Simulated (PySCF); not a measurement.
PySCF job for Cl2H4N2Sn, SMILES [Cl][Sn]([NH2])([Cl])[NH2], r2SCAN-D4/def2-SVP. The structure is a stationary point at r2SCAN-D4/def2-SVP. The structure was generated by enumeration; whether it is a known compound was not checked. The def2 effective core potentials stand for the cores of Sn; spin–orbit coupling is left out. Other conformers were not sampled.

```python
import numpy as np
from pyscf import gto, scf, dft, df
from pyscf.hessian import thermo

mol = gto.M(
    atom='''
    N     0.35994955   -1.61411492   -1.42685082
    Sn    0.00000000   -0.00000000   -0.26205092
    N    -0.35994954    1.61411490   -1.42685084
    Cl    1.89402563    0.15171485    1.13456376
    Cl   -1.89402565   -0.15171485    1.13456375
    H    -0.49481218   -1.95611076   -1.87063219
    H     0.74953741   -2.38265471   -0.87772288
    H     0.49481219    1.95611075   -1.87063221
    H    -0.74953741    2.38265471   -0.87772290
    ''',
    basis='def2-SVP',
    ecp={'Sn': 'def2-svp'},
    charge=0,
    spin=0,
    max_memory=1600,
    verbose=3,
)
mf = dft.RKS(mol, xc='r2scan').density_fit(auxbasis='def2-universal-jkfit')
mf.disp = 'd4'
mf.grids.level = 4
mf.conv_tol = 1e-11
mf.max_cycle = 100
mf.kernel()

# [left out here: the lines that compute and print the analytic Hessian (its translational invariance restored by hand, since the grid's response is missing), thermochemistry and intensities]
```

Output:

```
converged SCF energy = -1246.30117607685

WARN: MGGA Hessian is sensitive to dft grids. grids.level 4 may not be dense enough.


WARN: DFTD4 does not support analytical Hessian, using finite difference.


WARN: Mole.unit (angstrom) is changed to Bohr

Mode                                 0                   1                   2
Irrep
Freq [cm^-1]                       90.2079            116.7209            117.6117
Reduced mass [au]                   5.9430              4.0799              1.3340
Force const [Dyne/A]                0.0285              0.0327              0.0109
Char temp [K]                     129.7891            167.9354            169.2171
Normal mode                   x     y     z       x     y     z       x     y     z
       0   N                -0.02 -0.04  0.07   -0.13 -0.03 -0.01   -0.00 -0.00  0.04
       1  Sn                 0.00  0.00  0.02    0.00 -0.00 -0.00   -0.01  0.03 -0.00
       2   N                 0.02  0.04  0.07    0.13  0.03 -0.01   -0.00 -0.00 -0.04
       3  Cl                 0.07  0.01 -0.07   -0.02  0.06  0.01    0.01 -0.04  0.00
       4  Cl                -0.07 -0.01 -0.07    0.02 -0.06  0.01    0.01 -0.04 -0.00
       5   H                -0.05 -0.13  0.19   -0.18  0.08 -0.01   -0.06 -0.28  0.36
       6   H                 0.08  0.02  0.08   -0.24 -0.08 -0.01    0.36  0.17  0.02
       7   H                 0.05  0.13  0.19    0.18 -0.08 -0.01   -0.06 -0.28 -0.36
       8   H                -0.08 -0.02  0.08    0.24  0.08 -0.01    0.36  0.17 -0.02
Mode                                 3                   4                   5
Irrep
Freq [cm^-1]                      139.8683            146.9796            152.6687
Reduced mass [au]                   3.4492              3.0113              4.7201
Force const [Dyne/A]                0.0398              0.0383              0.0648
Char temp [K]                     201.2393            211.4709            219.6563
Normal mode                   x     y     z       x     y     z       x     y     z
       0   N                -0.00  0.08 -0.08    0.03 -0.02  0.10   -0.13 -0.03  0.01
       1  Sn                -0.00  0.00  0.04   -0.01  0.04 -0.00    0.03  0.01 -0.00
       2   N                 0.00 -0.08 -0.08    0.03 -0.02 -0.10   -0.13 -0.03 -0.01
       3  Cl                 0.05  0.00 -0.02    0.00 -0.05 -0.01    0.01 -0.01  0.04
       4  Cl                -0.05 -0.00 -0.02    0.00 -0.05  0.01    0.01 -0.01 -0.04
       5   H                 0.02  0.22 -0.21    0.10  0.12 -0.15   -0.21  0.05  0.09
       6   H                -0.12 -0.03 -0.15   -0.24 -0.09  0.20   -0.17 -0.06 -0.00
       7   H                -0.02 -0.22 -0.21    0.10  0.12  0.15   -0.21  0.05 -0.09
       8   H                 0.12  0.03 -0.15   -0.24 -0.09 -0.20   -0.17 -0.06  0.00
Mode                                 6                   7                   8
Irrep
Freq [cm^-1]                      240.3716            358.2878            376.8863
Reduced mass [au]                   1.3711             33.2400             36.7808
Force const [Dyne/A]                0.0467              2.5141              3.0782
Char temp [K]                     345.8412            515.4964            542.2554
Normal mode                   x     y     z       x     y     z       x     y     z
       0   N                 0.05 -0.04  0.07   -0.01  0.02  0.02   -0.00  0.00  0.00
       1  Sn                 0.00 -0.00 -0.01    0.00  0.00  0.03   -0.05 -0.01  0.00
       2   N                -0.05  0.04  0.07    0.01 -0.02  0.02   -0.00  0.00 -0.00
       3  Cl                 0.00 -0.00 -0.02   -0.09 -0.01 -0.07    0.08  0.01  0.06
       4  Cl                -0.00  0.00 -0.02    0.09  0.01 -0.07    0.08  0.01 -0.06
       5   H                 0.14  0.20 -0.29   -0.00  0.01  0.02    0.01  0.01 -0.03
       6   H                -0.37 -0.17  0.20    0.03  0.02 -0.02   -0.03  0.00  0.02
       7   H                -0.14 -0.20 -0.29    0.00 -0.01  0.02    0.01  0.01  0.03
       8   H                 0.37  0.17  0.20   -0.03 -0.02 -0.02   -0.03  0.00 -0.02
Mode                                 9                  10                  11
Irrep
Freq [cm^-1]                      553.3919            558.4071            660.7348
Reduced mass [au]                   3.7937              2.5507              1.4023
Force const [Dyne/A]                0.6845              0.4686              0.3607
Char temp [K]                     796.2078            803.4234            950.6502
Normal mode                   x     y     z       x     y     z       x     y     z
       0   N                -0.06  0.10  0.11   -0.06  0.08  0.11   -0.03 -0.10 -0.01
       1  Sn                 0.00 -0.00 -0.02    0.01 -0.02  0.00   -0.00  0.00  0.01
       2   N                 0.06 -0.10  0.11   -0.06  0.08 -0.11    0.03  0.10 -0.01
       3  Cl                 0.00  0.00  0.00    0.00 -0.00  0.00   -0.00  0.00  0.00
       4  Cl                -0.00 -0.00  0.00    0.00 -0.00 -0.00    0.00 -0.00  0.00
       5   H                 0.13  0.06 -0.18    0.15  0.03 -0.23    0.19 -0.16 -0.36
       6   H                 0.18  0.06 -0.13    0.24  0.03 -0.20    0.24 -0.14 -0.28
       7   H                -0.13 -0.06 -0.18    0.15  0.03  0.23   -0.19  0.16 -0.36
       8   H                -0.18 -0.06 -0.13    0.24  0.03  0.20   -0.24  0.14 -0.28
Mode                                12                  13                  14
Irrep
Freq [cm^-1]                      666.8832            863.2553            871.3458
Reduced mass [au]                   1.7326              1.1052              1.1107
Force const [Dyne/A]                0.4540              0.4853              0.4969
Char temp [K]                     959.4964           1242.0322           1253.6726
Normal mode                   x     y     z       x     y     z       x     y     z
       0   N                -0.02 -0.10 -0.03   -0.04  0.01 -0.03    0.04 -0.02  0.04
       1  Sn                -0.00  0.03 -0.00    0.01 -0.00  0.00    0.00 -0.00 -0.01
       2   N                -0.02 -0.10  0.03   -0.04  0.01  0.03   -0.04  0.02  0.04
       3  Cl                 0.00 -0.00  0.00   -0.00  0.00  0.00   -0.00 -0.00 -0.00
       4  Cl                 0.00 -0.00 -0.00   -0.00  0.00 -0.00    0.00  0.00 -0.00
       5   H                 0.15 -0.15 -0.30    0.21 -0.34 -0.25   -0.20  0.34  0.22
       6   H                 0.20 -0.16 -0.28   -0.06  0.29  0.38    0.07 -0.30 -0.38
       7   H                 0.15 -0.15  0.30    0.21 -0.34  0.25    0.20 -0.34  0.22
       8   H                 0.20 -0.16  0.28   -0.06  0.29 -0.38   -0.07  0.30 -0.38
Mode                                15                  16                  17
Irrep
Freq [cm^-1]                     1528.5162           1531.4007           3500.6554
Reduced mass [au]                   1.0943              1.0887              1.0500
Force const [Dyne/A]                1.5063              1.5043              7.5811
Char temp [K]                    2199.1944           2203.3447           5036.6637
Normal mode                   x     y     z       x     y     z       x     y     z
       0   N                 0.01  0.05  0.01    0.01  0.05  0.01    0.01  0.04 -0.00
       1  Sn                 0.00 -0.00 -0.00   -0.00  0.00 -0.00    0.00 -0.00  0.00
       2   N                 0.01  0.05 -0.01   -0.01 -0.05  0.01    0.01  0.04  0.00
       3  Cl                 0.00 -0.00  0.00    0.00 -0.00  0.00    0.00 -0.00  0.00
       4  Cl                 0.00 -0.00 -0.00   -0.00  0.00  0.00    0.00 -0.00 -0.00
       5   H                 0.12 -0.45  0.13    0.12 -0.44  0.13   -0.41 -0.15 -0.23
       6   H                -0.31 -0.29 -0.20   -0.31 -0.30 -0.22    0.20 -0.35  0.25
       7   H                 0.12 -0.45 -0.13   -0.12  0.44  0.13   -0.41 -0.15  0.23
       8   H                -0.31 -0.29  0.20    0.31  0.30 -0.22    0.20 -0.35 -0.25
Mode                                18                  19                  20
Irrep
Freq [cm^-1]                     3501.1333           3606.9011           3607.1302
Reduced mass [au]                   1.0503              1.0937              1.0936
Force const [Dyne/A]                7.5855              8.3832              8.3839
Char temp [K]                    5037.3514           5189.5276           5189.8573
Normal mode                   x     y     z       x     y     z       x     y     z
       0   N                -0.01 -0.04  0.00    0.04 -0.02  0.03   -0.04  0.01 -0.03
       1  Sn                -0.00  0.00  0.00   -0.00  0.00  0.00   -0.00  0.00 -0.00
       2   N                 0.01  0.04  0.00   -0.04  0.02  0.03   -0.04  0.01  0.03
       3  Cl                 0.00 -0.00  0.00   -0.00 -0.00 -0.00    0.00  0.00  0.00
       4  Cl                -0.00  0.00  0.00    0.00  0.00 -0.00    0.00  0.00 -0.00
       5   H                 0.41  0.15  0.23   -0.39 -0.16 -0.20    0.39  0.16  0.20
       6   H                -0.20  0.35 -0.26   -0.18  0.37 -0.26    0.19 -0.37  0.26
       7   H                -0.41 -0.15  0.23    0.39  0.16 -0.20    0.39  0.16 -0.20
       8   H                 0.20 -0.35 -0.25    0.19 -0.37 -0.26    0.19 -0.37 -0.26
temperature 298.1500 [K]
pressure 101325.00 [Pa]
Rotational constants [GHz] 1.95328 1.43015 1.19017
Symmetry number 2
Zero-point energy (ZPE) 0.05283 [Eh]   138703.161 [J/mol]
                           tot       elec      trans        rot        vib
Entropy [J/mol/K]       392.732      0.000    176.107    115.405    101.221
Cv [J/mol/K]            115.664      0.000     12.472     12.472     90.721
Cp [J/mol/K]            123.979      0.000     20.786     12.472     90.721
Internal energy [J/mol]                      3718.434   3718.434 154588.122
Internal energy [Eh]   -1246.23946  -1246.30118
Enthalpy [J/mol]                             6197.391   3718.434 154588.122
Enthalpy [Eh]          -1246.23852
Gibbs free energy [J/mol]                  -46308.911 -30689.447 124409.140
Gibbs free energy [Eh] -1246.28312
static polarisability / bohr^3: [[69.262 -2.502  0.   ]
 [-2.503 59.263  0.   ]
 [-0.    -0.    65.237]]
largest difference of analytic and finite-field dipole derivatives / e: 0.0011064939059091117
mode   freq/cm-1   IR/(km/mol)   Raman/(A^4/amu)   depolarisation
   1       90.21         9.779             3.465            0.747
   2      116.72         0.154             3.915            0.734
   3      117.61        13.323             0.326            0.750
   4      139.87         0.002             3.162            0.578
   5      146.98        35.781             2.823            0.750
   6      152.67        10.358             4.694            0.750
   7      240.37        25.422             1.266            0.447
   8      358.29        27.513            20.159            0.036
   9      376.89        71.199             5.158            0.750
  10      553.39       155.662            36.642            0.043
  11      558.41       115.324             7.213            0.750
  12      660.73        43.236             3.867            0.262
  13      666.88        50.166             4.883            0.750
  14      863.26        22.682             0.634            0.750
  15      871.35        18.508             1.006            0.258
  16     1528.52        29.840             0.320            0.750
  17     1531.40         0.602             5.742            0.647
  18     3500.66        45.618            43.095            0.750
  19     3501.13         9.382           250.790            0.039
  20     3606.90        18.711           104.562            0.748
  21     3607.13        34.571            56.526            0.750
max |gradient| / (hartree/bohr): 0.0002495224650726937
APT charges: [-0.6891  1.944  -0.6891 -0.5987 -0.5987  0.1569  0.1562  0.1569  0.1562]
```

Self-consistency was reached.
